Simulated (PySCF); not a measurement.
A geometry optimisation on `C=CB([SiH3])S[SiH3]`.

Method: PBE0-D3(BJ)/def2-SVP geometry optimisation, gas phase (PySCF 2.14.0). Start geometry: GFN2-xTB. A driver script takes a list of jobs; this job's settings line and coordinates (Å) are shown.

Input:
```
{"job": {"xc": "PBE0", "basis": "def2-SVP", "d3": "d3bj", "grid": 1, "kind": "geom"}, "charge": 0, "multiplicity": 1}
C     -2.506756    -1.606420     0.109433
C     -1.989572    -0.408739    -0.166229
B     -0.486069    -0.020416    -0.076941
Si     0.048002     1.836280    -0.470348
S      0.646705    -1.316143     0.424737
Si     2.657142    -0.531630     0.463779
H     -3.562132    -1.820562     0.035227
H     -1.876566    -2.422936     0.425666
H     -2.687857     0.364140    -0.478731
H      1.296051     1.962965    -1.246856
H     -0.965110     2.579330    -1.232198
H      0.279138     2.626073     0.752585
H      3.377286    -1.606004     1.129974
H      3.099452    -0.340874    -0.911403
H      2.665871     0.712925     1.219393
```

Output:
```
step   0  E = -1082.76616447  max force = 0.017123
step   1  E = -1082.77100429  max force = 0.001261
step   2  E = -1082.77109104  max force = 0.000513
step   3  E = -1082.77110298  max force = 0.000405
optimisation converged
```

Energies in Eh; «max force» is the largest Cartesian gradient component in Eh/bohr.

**Question.** How much energy does the optimisation release, in kJ/mol?

**Answer.** E(step 0) − E(last step) = 0.004939 Eh, which is 13.0 kJ/mol.

**Question.** Give the first gradient maximum in eV/Å.

**Answer.** With 1 Eh/bohr = 51.422 eV/Å, 0.881 eV/Å.

Main results: final energy -1082.77110 Eh after 3 steps; dipole 0.59 D.

**Question.** Give the final coordinates.

**Answer.** 0.066 Å rms from the input after alignment:
```
atom  x, y, z in Å
C1    -2.5437   -1.7574   -0.0734
C2    -2.0246   -0.5494   -0.3519
B3    -0.5101   -0.1936   -0.2622
Si4    0.0843    1.7023   -0.6677
S5     0.6122   -1.5134    0.2511
Si6    2.5930   -0.6497    0.2308
H7    -3.6165   -1.9643   -0.1482
H8    -1.9081   -2.5931    0.2420
H9    -2.7241    0.2368   -0.6642
H10    1.3683    1.7616   -1.4382
H11   -0.9598    2.4368   -1.4507
H12    0.3079    2.4542    0.6107
H13    3.4576   -1.6478    0.9217
H14    3.0756   -0.4450   -1.1644
H15    2.6084    0.6441    0.9723
```

**Question.** How long does this job take on one thread, Arm Neoverse V1 (aarch64), on a shared host? And the peak memory of the process?

**Answer.** About 25 s, with 0.63 GiB resident at the peak, the Python interpreter and its libraries included.
Labels such as C1 count atoms from 1, the log's own numbers from 0.
